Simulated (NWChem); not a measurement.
# CH$_{2}$ClF$_{3}$Si; SMILES FC[Si](F)(F)Cl

```xyz
8

F     -0.4515    -2.5477     0.0000
C     -1.0476    -1.3110     0.0000
Si     0.2395     0.0471     0.0000
F      1.1894    -0.0487     1.2891
F      1.1894    -0.0487    -1.2891
Cl    -0.6930     1.8575     0.0000
H     -1.6957    -1.2064     0.8887
H     -1.6957    -1.2064    -0.8887
```
Atoms are numbered in this order, from 1.

Level: PBE0/def2-SVP (NWChem), optimised geometry, unscaled harmonic frequencies. 

Task: List the harmonic frequencies with IR intensities, and the thermochemistry.

Result: 
```json
[
 {"frequency (cm⁻¹)": "70", "IR intensity (km/mol)": "5.8"},
 {"frequency (cm⁻¹)": "108", "IR intensity (km/mol)": "2.7"},
 {"frequency (cm⁻¹)": "190", "IR intensity (km/mol)": "0.9"},
 {"frequency (cm⁻¹)": "230", "IR intensity (km/mol)": "6.4"},
 {"frequency (cm⁻¹)": "241", "IR intensity (km/mol)": "5.6"},
 {"frequency (cm⁻¹)": "311", "IR intensity (km/mol)": "23.5"},
 {"frequency (cm⁻¹)": "371", "IR intensity (km/mol)": "40.6"},
 {"frequency (cm⁻¹)": "594", "IR intensity (km/mol)": "129.0"},
 {"frequency (cm⁻¹)": "716", "IR intensity (km/mol)": "97.9"},
 {"frequency (cm⁻¹)": "773", "IR intensity (km/mol)": "0.6"},
 {"frequency (cm⁻¹)": "924", "IR intensity (km/mol)": "152.6"},
 {"frequency (cm⁻¹)": "993", "IR intensity (km/mol)": "159.3"},
 {"frequency (cm⁻¹)": "1123", "IR intensity (km/mol)": "83.6"},
 {"frequency (cm⁻¹)": "1245", "IR intensity (km/mol)": "4.4"},
 {"frequency (cm⁻¹)": "1328", "IR intensity (km/mol)": "5.5"},
 {"frequency (cm⁻¹)": "1447", "IR intensity (km/mol)": "5.0"},
 {"frequency (cm⁻¹)": "3055", "IR intensity (km/mol)": "7.8"},
 {"frequency (cm⁻¹)": "3117", "IR intensity (km/mol)": "5.9"}
]
```

```yaml
zero_point_energy: 24.1 kcal/mol
thermal correction to the enthalpy at 298.15 K (with zero-point energy): 29.1 kcal/mol
heat capacity Cv: 22.5 cal/(mol K)
entropy at 298.15 K and 1 atm (symmetry number 1): 85.9 cal/(mol K)
dipole_moment: 2.20 D
```

Rigid rotor and harmonic oscillator; modes under 100 cm⁻¹ make the entropy uncertain.
